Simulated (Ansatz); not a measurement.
`N[CH2][Zn][AsH2]` + H–F → `N[CH2][Zn][F]` + arsine  (cleavage of the Zn–As bond)

Isolated molecules relaxed with PBE0-D4/def2-TZVP in Ansatz; ΔE leaves out vibrations. CCSD(T)/CBS is the MP2 limit (def2-TZVPP, def2-QZVPP) plus CCSD(T) − MP2 in def2-TZVPP, frozen cores. This one scheme is used for every species. For As, Zn outer-core shells are correlated without core-valence functions, which leaves a few kJ/mol of doubt a bond. Scalar relativity is left out up to krypton. One conformer a species, not always the lowest.

```json
{"species": "`N[CH2][Zn][AsH2]`", "CCSD(T)/CBS(def2) energy (Eh)": "-4109.74179"}
{"species": "H–F", "CCSD(T)/CBS(def2) energy (Eh)": "-100.39570"}
{"species": "`N[CH2][Zn][F]`", "CCSD(T)/CBS(def2) energy (Eh)": "-1973.35193"}
{"species": "`[AsH3]`", "CCSD(T)/CBS(def2) energy (Eh)": "-2236.79077"}
```

(1) Work out ΔE.

Largest T1 diagnostic among the species: 0.015.

## Answers

(1) ΔE = (-1973.35193) + (-2236.79077) − (-4109.74179) − (-100.39570) = -0.00521 Eh = -13.7 kJ/mol.

In def2-TZVPP, CCSD(T) changes the Hartree–Fock value by +11.6 kJ/mol (the triples alone add +2.4 kJ/mol) and MP2 by +16.3 kJ/mol. From PBE to PBE0 (25 % exact exchange), in def2-TZVPP and without D4, ΔE moves by +6.2 kJ/mol. The D4 term adds +5.3 kJ/mol with B3LYP and +3.0 kJ/mol with PBE0; it sums over pairs of atoms, weighted by their polarisabilities, and B3LYP, whose exchange is more repulsive, gets the larger term.

B3LYP here is the variant with VWN-RPA as its local correlation; programs differ in this.
